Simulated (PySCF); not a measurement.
C3H12BNSi.
Numbering: `[CH3:1][N:2]([CH3:3])[BH:4][CH2:5][SiH3:6]` (hydrogens: H7, H8, H9 on C1; H10, H11, H12 on C3; H13 on B4; H14, H15 on C5; H16, H17, H18 on Si6)

Geometry (PBE0-D3(BJ)/def2-SVP, Å), atoms numbered from 1 in this order:
```
atom  x, y, z in Å
C1    -2.258   -0.333   -0.673
N2    -1.054    0.092    0.002
C3    -0.932    1.527    0.087
B4    -0.118   -0.822    0.504
C5     1.229   -0.420    1.211
Si6    2.591   -0.211   -0.073
H7    -3.161    0.025   -0.146
H8    -2.293   -1.428   -0.723
H9    -2.300    0.067   -1.703
H10   -0.906    1.984   -0.918
H11   -1.790    1.968    0.626
H12   -0.014    1.814    0.613
H13   -0.367   -1.997    0.323
H14    1.558   -1.224    1.889
H15    1.177    0.514    1.795
H16    2.274    0.925   -0.996
H17    3.912    0.079    0.570
H18    2.739   -1.448   -0.900
```

The calculation used core-valence-separated Tamm–Dancoff BHandHLYP/aug-pcX-1 (pcseg-1 on H, def2-SVPD on Si) in PySCF, non-relativistic, gas phase, PBE0-D3(BJ)/def2-SVP geometry. The energies are unshifted.

The lowest roots of each edge with f over 0.003 (five at most, numbered afresh; weaker and dark ones are left out), with transition dipoles (au) in the frame of the coordinates:

```
root  edge  E (eV)       μx       μy       μz
   1     C  284.73  -0.0191  -0.0028  -0.0221
   2     C  285.26  -0.0134   0.0588  -0.0045
   3     C  285.61  -0.0367  -0.0048   0.0584
   4     C  286.11  -0.0369   0.0010  -0.0193
   5     C  286.17   0.0101  -0.0361   0.0029
   6     N  399.06  -0.0262  -0.0010   0.0482
   7     N  401.39  -0.0177  -0.0260  -0.0102
   8     N  401.60   0.0131  -0.0092   0.0093
   9     N  401.95   0.0188   0.0143   0.0018
  10     N  402.18   0.0068   0.0127   0.0188
  11     B  187.19   0.0615   0.0028  -0.1141
  12     B  190.35   0.0124   0.0400   0.0053
  13     B  190.83  -0.0043   0.0404   0.0023
  14     B  191.22  -0.0051  -0.0039  -0.0268
  15     B  191.47  -0.0165  -0.0019   0.0272
```

Task: What are the oscillator strengths?

Result: f = (2/3) ΔE |μ|², with ΔE in hartree (27.2114 eV):

```
root  ΔE (Eh)  |μ|² (au)      f  core hole on
   1  10.4636   0.000861  0.006            C5
   2  10.4831   0.003657  0.026            C5
   3  10.4958   0.004780  0.033            C5
   4  10.5144   0.001735  0.012            C1
   5  10.5167   0.001414  0.010            C3
   6  14.6650   0.003011  0.029            N2
   7  14.7508   0.001093  0.011            N2
   8  14.7584   0.000343  0.003            N2
   9  14.7713   0.000561  0.006            N2
  10  14.7799   0.000561  0.006            N2
  11   6.8792   0.016809  0.077            B4
  12   6.9953   0.001782  0.008            B4
  13   7.0129   0.001656  0.008            B4
  14   7.0272   0.000759  0.004            B4
  15   7.0363   0.001016  0.005            B4
```

Task: Molecules are fixed in this frame and the field points along (1, 0, −1)/√2. What effective strengths 3 f cos²θ do the roots have (θ between field and μ)?

Result: root 1 (C5): 0.000, root 2 (C5): 0.001, root 3 (C5): 0.095, root 4 (C1): 0.003, root 5 (C3): 0.001, root 6 (N2): 0.081, root 7 (N2): 0.001, root 8 (N2): 0.000, root 9 (N2): 0.004, root 10 (N2): 0.002, root 11 (B4): 0.212, root 12 (B4): 0.000, root 13 (B4): 0.000, root 14 (B4): 0.003, root 15 (B4): 0.013. Root 11 is the strongest. Averaged over all orientations cos²θ is 1/3, which gives f back.

One conformer stands for the species.
